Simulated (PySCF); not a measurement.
# Excitation energy of Cu by level of theory

Cu [Ar] 3d10 4s1 (2S) → Cu [Ar] 3d9 4s1 5s1 (4D), as a difference of total energies. Computed with PySCF 2.14 in aug-cc-pwCVDZ-PP with ECP10MDF (6s6p5d3f, 70 functions), with scalar relativity through the core potential. Correlated levels: valence and next inner shell: nothing frozen outside the core potential. The calculations carry no spin-orbit coupling.

| method | excitation energy (eV) |
| --- | --- |
| UHF | 4.734 |
| MP2 (valence and next inner shell) | 8.819 |
| SCS-MP2 (valence and next inner shell) | 8.325 |
| CCSD (valence and next inner shell) | 7.252 |
| CCSD(T) (valence and next inner shell) | 7.532 |

Problem. How much does correlation contribute at CCSD(T) (valence and next inner shell)?

Solution. 7.532 − (4.734) = 2.798 eV, measured against UHF.

The promoted electron is Rydberg-like, and one or two diffuse shells describe it only roughly, which tends to raise the upper state.
